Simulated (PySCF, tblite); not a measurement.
Give a GFN2-xTB geometry of `[SiH3]Cc1ccccn1`.

Z-matrix in Å and degrees, rows numbered from 1:
```
Si
C   1  1.9117
C   2  1.4853  1  109.94
C   3  1.3955  2  121.31  1   -86.72
C   4  1.3812  3  119.07  2   178.47
C   5  1.3878  4  118.83  3    -0.18
C   6  1.3848  5  117.86  4    -0.13
N   7  1.3211  6  123.62  5     0.12
H   1  1.4647  2  107.90  3   179.26
H   1  1.4597  2  109.77  3   -59.77
H   1  1.4660  2  108.68  3    60.49
H   2  1.0896  1  109.73  3  -121.46
H   2  1.0887  1  109.17  3   119.70
H   4  1.0800  3  119.94  2    -1.68
H   5  1.0812  4  120.50  3   179.89
H   6  1.0788  5  121.26  4   179.85
H   7  1.0831  6  121.11  5  -179.95
```

The 5 C–C bonds span 1.381 Å (C4–C5, aromatic) to 1.485 Å (C2–C3, drawn single), a spread of 0.104 Å. The 6-membered ring C3–C4–C5–C6–C7–N8 has internal angles of 117.9° to 123.6° (sum 720°, against 720° for a flat polygon); it is planar, 0.00 Å rms from its mean plane, widest ring torsion 1°. Si1 (SiH3 silicon) is tetrahedral (angles from 107.9° to 110.9°). Of the pairs four or more bonds apart, H12···H14 is among the closest relative to their van der Waals radii: 2.50 Å, 104 % of the sum of Bondi's values.

Structure optimised with GFN2-xTB, isolated species.

Point group: C1 (no symmetry element, even within 0.4 Å). Its GFN2-xTB frequencies are all real (lowest 43 cm⁻¹). The numbers are those of one conformer (Si1–C2–C3–C4 -87°).

The numbers are calculated, not measured.
